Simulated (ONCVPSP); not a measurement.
Ir (Z = 77), ONCV: configuration errors across variants

iridium (Ir), optimised norm-conserving Vanderbilt (ONCV), made with ONCVPSP 4.0.1 (PBE, scalar-relativistic). Core [Kr] 4d10 4f14, reference 5s2 5p6 5d7 6s1 6p1. Waves: 5s+6s: rc 1.70 bohr, ncon 4, nbas 8, qcut 5.6 1/bohr, 3 projectors, debl 2.3 Ha; 5p+6p: rc 1.70 bohr, ncon 4, nbas 9, qcut 8.3 1/bohr, 3 projectors, debl 3.6 Ha; 5d: rc 2.25 bohr, ncon 3, nbas 8, qcut 6.1 1/bohr, 2 projectors, debl 2.9 Ha. Local part: polynomial inside 1.45 bohr (lpopt 5, dvloc0 4 Ha). Core correction: Teter function, fcfact 2.25, rcfact 1.45.

All-electron excitation energies from the reference (eV): (1) 5s2 5p6 5d7 6s2 6p0 -5.316; (2) 5s2 5p6 5d7 6s1 6p0 4.564; (3) 5s2 5p6 5d7 6s0 6p0 22.033; (4) 5s2 5p6 5d6 6s2 6p0 6.875.

Errors AE − PS in meV (a dash: test not solved or not reliable):

```tsv
change	(1)	(2)	(3)	(4)	bound ghosts	GHOST(+) flags above zero
base	-0.4	-1.8	-12	+4.8	none	none
local potential polynomial inside 1.45 bohr (lpopt 5, dvloc0 -2 Ha)	-0.4	-1.8	-12	+4.8	none	s
local potential polynomial inside 1.45 bohr (lpopt 5, dvloc0 0 Ha)	-0.4	-1.8	-12	+4.7	none	s
local potential polynomial inside 1.45 bohr (lpopt 5, dvloc0 1.5 Ha)	-0.4	-1.8	-13	+4.7	none	s
local potential polynomial inside 1.45 bohr (lpopt 5, dvloc0 2.5 Ha)	-0.3	-1.8	-12	+5.1	none	s
local potential polynomial inside 1.45 bohr (lpopt 5, dvloc0 5.5 Ha)	-0.4	-1.8	-12	+4.8	none	none
local potential polynomial inside 1.45 bohr (lpopt 5, dvloc0 7 Ha)	-0.4	-1.8	-12	+4.7	none	none
local potential polynomial inside 1.45 bohr (lpopt 5, dvloc0 8.5 Ha)	-0.4	-1.7	-12	+4.8	none	none
local potential polynomial inside 1.45 bohr (lpopt 5, dvloc0 9.5 Ha)	-0.5	-1.9	-13	+4.6	none	none
```

Task: Give the same row for: local potential polynomial inside 1.45 bohr (lpopt 5, dvloc0 -0.5 Ha).

Result: -0.4, -1.8, -12, +4.7; bound ghosts: none; GHOST(+) flags above zero: s.
